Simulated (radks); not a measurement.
Q: The mean radii <r> (bohr) of the occupied orbitals of an atom or ion are listed with their occupations. Method: Dirac Kohn-Sham, PBE, spin-unpolarised, spherical densities, point nucleus; computed with a radial shooting solver on a logarithmic mesh with Libxc functionals.

| orbital | occ. | <r> |
|---|---|---|
| 1s1/2 | 2 | 0.02506 |
| 2s1/2 | 2 | 0.1067 |
| 2p1/2 | 2 | 0.08966 |
| 2p3/2 | 4 | 0.09573 |
| 3s1/2 | 2 | 0.2797 |
| 3p1/2 | 2 | 0.2688 |
| 3p3/2 | 4 | 0.2799 |
| 3d3/2 | 4 | 0.2494 |
| 3d5/2 | 6 | 0.2529 |

Name the element and its charge. Open shells, if any, are shared by 2j + 1.

A: Z = 57, lanthanum, charge +29: La29+ in [Ar] 3d10. The 1s radius gives Z: for a bare nucleus <r> = (2 gamma + 1)/(2Z) with gamma = sqrt(1 - (Z/c)^2), 0.02473 bohr for Z = 57, and screening makes it slightly larger (0.02506 here). The occupations add up to 28, and the charge is Z minus that.
